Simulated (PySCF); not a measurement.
SnO⁺: energy against distance

Set-up: PySCF, scalar-relativistic core potentials, basis sets Sn def2-TZVPPD with ECP28, O def2-TZVPPD. Energies in eV from Sn⁺ + O in their ground configurations at the same level. State: ²Π (doublet), unpaired electrons π ↑.

All columns are r²SCAN. A positive dipole points towards O; it is taken about the centre of mass and depends on that origin.

```
R (Å)  E (eV)  μ (D)  Mulliken charge on Sn (basis-dependent)  HOMO (eV)  LUMO (eV)  Mayer bond order  ⟨S²⟩
1.699  -2.127  -1.17                                     1.18     -14.23     -13.74              1.11  0.75
1.778  -2.869  -1.52                                     1.21     -14.24     -13.24              1.08  0.76
1.857  -3.274  -1.85                                     1.25     -14.19     -12.78              1.05  0.76
1.917  -3.420  -2.10                                     1.27     -14.13     -12.46              1.03  0.76
1.976  -3.466  -2.33                                     1.29     -13.98     -12.17              1.02  0.76
2.035  -3.437  -2.56                                     1.31     -13.69     -11.91              1.01  0.76
2.114  -3.314  -2.84                                     1.33     -13.32     -11.60              1.01  0.77
2.213  -3.070  -3.15                                     1.34     -12.91     -11.29              1.02  0.78
2.332  -2.707  -3.45                                     1.34     -12.49     -11.02              1.03  0.80
2.490  -2.186  -3.65                                     1.30     -12.04     -10.83              1.06  0.88
```

A fit through these points gives, at Re = 1.980 Å, μ = -2.35 D and dμ/dR = -3.86 D/Å; the reduced mass is 14.11 u.

**Question.** How strong is the fundamental in the double-harmonic approximation, I = 42.26·(dμ/dR)²/μred km/mol?

**Answer.** I = 42.26·(-3.86)²/14.11 = 44.6 km/mol at r²SCAN.

⟨S²⟩ of the unrestricted solution departs from its pure value on part of the curve, where spin states mix. These are scalar-relativistic numbers at best; spin–orbit coupling would shift them, the dissociation energy most. For an ion De counts to the pair picked by the measured ionisation energies or electron affinities, which need not be the lowest pair at this level. The state was picked by a PBE0 search and need not be the measured ground state.
